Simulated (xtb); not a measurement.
1-chloro-2-fluorocyclobutene (C4H4ClF), SMILES FC1=C(Cl)CC1. All values are semi-empirical tight-binding results from xtb (GFN2-xTB unless named), good for trends rather than for accurate numbers. Coordinates come from a GFN2-xTB optimisation.

Optimised geometry:

Bonds (Å): F1–C2 1.333, C2–C3 1.330, C2–C6 1.501, C3–Cl4 1.703, C3–C5 1.512, C5–C6 1.552, C5–H7 1.087, C5–H8 1.087, C6–H9 1.088, C6–H10 1.088. Bond angles (°): F1–C2–C3 134.9, F1–C2–C6 129.9, C3–C2–C6 95.2, C2–C3–Cl4 136.1, C2–C3–C5 93.3, Cl4–C3–C5 130.7, C3–C5–C6 86.2, C3–C5–H7 114.8, C3–C5–H8 114.8, C6–C5–H7 114.9, C6–C5–H8 114.9, H7–C5–H8 109.8, C2–C6–C5 85.4, C2–C6–H9 115.1, C2–C6–H10 115.1, C5–C6–H9 115.0, C5–C6–H10 115.0, H9–C6–H10 109.7.
Charge 0, spin multiplicity 1.

Question: Estimate the properties. (The exact figures need the calculation; the answer reports its results.)

Answer: 
```json
{
 "point_group_as_xtb_finds_it": "Cs",
 "orbital_gap": "4.58 eV",
 "dipole_moment": "2.80 D",
 "zero_point_energy": "43.1 kcal/mol",
 "G − E(el) at 298.15 K (modified RRHO)": "24.4 kcal/mol",
 "static polarisability (D4 model)": "58.4 bohr³",
 "solvation energy, GFN2-xTB/ALPB(water)": "-3.0 kcal/mol",
 "solvation energy, GFN2-xTB/ALPB(benzene)": "-4.7 kcal/mol"
}
```

Question: Give the atomic charges and the Wiberg bond orders between heavy atoms. (An estimate is asked for; the answer gives what the named calculation found.)

Answer: charges (e) F1 -0.20, C2 0.15, C3 0.06, Cl4 -0.14, C5 -0.07, C6 -0.08, H7 0.07, H8 0.07, H9 0.07, H10 0.07. Bond orders F1–C2 0.98, C2–C3 1.75, C3–Cl4 1.00, C3–C5 1.00, C2–C6 1.00, C5–C6 0.99.
